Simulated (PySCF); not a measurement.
Br2Ga (SMILES [Br][Ga+][Br]), charge +1, singlet, geometry from GFN2-xTB (such geometries of metal compounds can be far from the true shape); PBE0/6-31G (PySCF).

Here is a job for PySCF.
```python
from pyscf import gto, scf, dft

mol = gto.M(
    atom='''
Ga    0.000000    0.000000    0.000000
Br    0.000000    0.000000    2.292576
Br   -0.000000   -0.000000   -2.292576
''',
    basis='6-31g',
    charge=1,
    spin=0,
    verbose=4,
)

mf = dft.RKS(mol)
mf.xc = 'pbe0'
mf.kernel()
```

Output, abridged:

```
PySCF version 2.14.0

[INPUT] verbose = 4
[INPUT] num. atoms = 3
[INPUT] num. electrons = 100
[INPUT] charge = 1
[INPUT] spin (= nelec alpha-beta = 2S) = 0
[INPUT] symmetry False subgroup None
[INPUT] Mole.unit = angstrom
[INPUT] Symbol           X                Y                Z      unit          X                Y                Z       unit  Magmom
[INPUT]  1 Ga     0.000000000000   0.000000000000   0.000000000000 AA    0.000000000000   0.000000000000   0.000000000000 Bohr   0.0
[INPUT]  2 Br     0.000000000000   0.000000000000   2.292576000000 AA    0.000000000000   0.000000000000   4.332340759751 Bohr   0.0
[INPUT]  3 Br     0.000000000000   0.000000000000  -2.292576000000 AA    0.000000000000   0.000000000000  -4.332340759751 Bohr   0.0

nuclear repulsion = 642.262498335889
number of shells = 33
number of NR pGTOs = 270
number of NR cGTOs = 81
basis = 6-31g
ecp = {}

******** <class 'pyscf.dft.rks.RKS'> ********
method = RKS
initial guess = minao
damping factor = 0
level_shift factor = 0
DIIS = <class 'pyscf.scf.diis.CDIIS'>
diis_start_cycle = 1
diis_space = 8
diis_damp = 0
SCF conv_tol = 1e-09
SCF conv_tol_grad = None
SCF max_cycles = 50
direct_scf = True
direct_scf_tol = 1e-13
XC library pyscf.dft.libxc version 7.1.2
    S. Lehtola, C. Steigemann, M. J. T. Oliveira, and M. A. L. Marques,  SoftwareX 7, 1–5 (2018)
XC functionals = pbe0
    C. Adamo and V. Barone,  J. Chem. Phys. 110, 6158 (1999)
    M. Ernzerhof and G. E. Scuseria,  J. Chem. Phys. 110, 5029 (1999)
radial grids:
    Treutler-Ahlrichs [JCP 102, 346 (1995); DOI:10.1063/1.469408] (M4) radial grids

becke partition: Becke, JCP 88, 2547 (1988); DOI:10.1063/1.454033
pruning grids: <function nwchem_prune>
grids dens level: 3
symmetrized grids: False
atomic radii adjust function: <function treutler_atomic_radii_adjust>
small_rho_cutoff = 0
Set gradient conv threshold to 3.16228e-05
Initial guess from minao.
tot grids = 61752
init E= -7068.83305972396
  HOMO = -0.36066112582077  LUMO = -0.174926096745565  gap/eV = 5.05411
cycle= 1 E= -7070.91353947205  delta_E= -2.08  |g|= 0.417  |ddm|= 2.34
  HOMO = -0.51215313073012  LUMO = -0.380520914038683  gap/eV = 3.58190
cycle= 2 E= -7070.81872955573  delta_E= 0.0948  |g|= 0.703  |ddm|= 2.31
  HOMO = -0.543899844078604  LUMO = -0.371411837847631  gap/eV = 4.69364
cycle= 3 E= -7070.9912834178  delta_E= -0.173  |g|= 0.0451  |ddm|=  1.3
  HOMO = -0.534238358289668  LUMO = -0.358944907996527  gap/eV = 4.76998
cycle= 4 E= -7070.99159721354  delta_E= -0.000314  |g|= 0.0145  |ddm|= 0.0618
  HOMO = -0.532813555466465  LUMO = -0.35756927314087  gap/eV = 4.76864
cycle= 5 E= -7070.99162480653  delta_E= -2.76e-05  |g|= 0.00373  |ddm|= 0.0191
  HOMO = -0.533565947087827  LUMO = -0.358097235657968  gap/eV = 4.77475
cycle= 6 E= -7070.99162880873  delta_E= -4e-06  |g|= 0.000708  |ddm|= 0.00629
  HOMO = -0.533534500462684  LUMO = -0.358005609148214  gap/eV = 4.77638
cycle= 7 E= -7070.99162887032  delta_E= -6.16e-08  |g|= 0.000191  |ddm|= 0.00114
  HOMO = -0.533531842276048  LUMO = -0.358024296274257  gap/eV = 4.77580
cycle= 8 E= -7070.99162888494  delta_E= -1.46e-08  |g|= 1e-05  |ddm|= 0.000452
  HOMO = -0.533531846061375  LUMO = -0.358025953113949  gap/eV = 4.77576
cycle= 9 E= -7070.99162888499  delta_E= -5.18e-11  |g|= 8.25e-07  |ddm|= 3.58e-05
  HOMO = -0.533531666453  LUMO = -0.358025852573352  gap/eV = 4.77576
Extra cycle  E= -7070.991628885  delta_E= -6.37e-12  |g|= 4.24e-07  |ddm|= 3.29e-06
converged SCF energy = -7070.991628885
```
